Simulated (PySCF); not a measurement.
HfOCl, SMILES [O]=[Hf][Cl] (connectivity only; charge and spin as stated), neutral, multiplicity 2.

Geometry: B3LYP-D3(BJ)/def2-TZVP. The multiplicity is an assumed one; other spin states were not compared. The def2 effective core potentials stand for the cores of Hf; spin–orbit coupling is left out.

These are PBE/def2-TZVPD (PySCF) values and carry that method's errors.

| Quantity | Value |
|---|---|
| total energy | -583.33199 hartree |
| point group | Cs |
| α spin, highest occupied and lowest empty level | -5.07 and -3.55 eV |
| β spin, highest occupied and lowest empty level | -7.25 and -3.86 eV |
| dipole moment | 4.28 D |
| quadrupole, principal values (traceless, Buckingham form, about the centre of nuclear charge) | -9.85, 4.80, 5.06 D·Å |
| mean static polarisability | 87.0 bohr³ (12.89 Å³) |
| polarisability, principal values | 76.6, 92.0, 92.4 bohr³ |
| ⟨S²⟩ | 0.753 (pure state 0.75) |
